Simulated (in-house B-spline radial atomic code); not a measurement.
Ionising Ru⁺ with different functionals

Computed with an all-electron radial atomic-structure program (B-spline basis): non-relativistic Hamiltonian, point nucleus, spin-polarised at highest spin, spherical fractional occupations for the functionals, the average over the highest-spin determinants for Hartree-Fock. The ionisation energy is the difference of two self-consistent energies, [Kr] 4d7 → [Kr] 4d6, without Breit or QED terms; ε is the level of the shell that loses the electron (its least bound occupied spin orbital). There is no spin-orbit coupling in this Hamiltonian.

Hybrids are left out here: with spherical fractional occupations of an open shell their exact exchange keeps a self-interaction that integer-occupation calculations don't have.

| method | rung | ΔSCF (eV) | -ε(4d) (eV) |
| --- | --- | --- | --- |
| Hartree-Fock | Hartree-Fock | 14.72 | 16.29 |
| LDA VWN5 | LDA | 17.39 | 11.95 |
| LDA PW92 | LDA | 17.39 | 11.95 |
| LDA exchange-only | LDA | 15.67 | 10.39 |
| PBE | GGA | 16.98 | 11.57 |
| PBEsol | GGA | 16.99 | 11.58 |
| BLYP | GGA | 17.01 | 11.59 |
| RPBE | GGA | 16.88 | 11.47 |
| PW91 | GGA | 17.06 | 11.64 |
| BP86 | GGA | 17.14 | 11.73 |
| AM05 | GGA | 17.02 | 11.60 |
| OLYP | GGA | 16.87 | 11.40 |
| TPSS | meta-GGA | 16.75 | 11.34 |
| SCAN | meta-GGA | 16.52 | 11.22 |
| r2SCAN | meta-GGA | 16.48 | 11.17 |
| M06-L | meta-GGA | 16.34 | 10.94 |
| revTPSS | meta-GGA | 16.67 | 11.28 |

How do they compare with the NIST value?

NIST lists 16.76 eV ± 0.06 (semi-empirical, ground level to ground level). Errors run from -2.04 to +0.63 eV; TPSS is closest (-0.01 eV), but part of that can be cancellation, since the calculations leave out relativity, Breit-QED terms, multiplet and fine-structure energies. Hartree-Fock also lacks correlation.
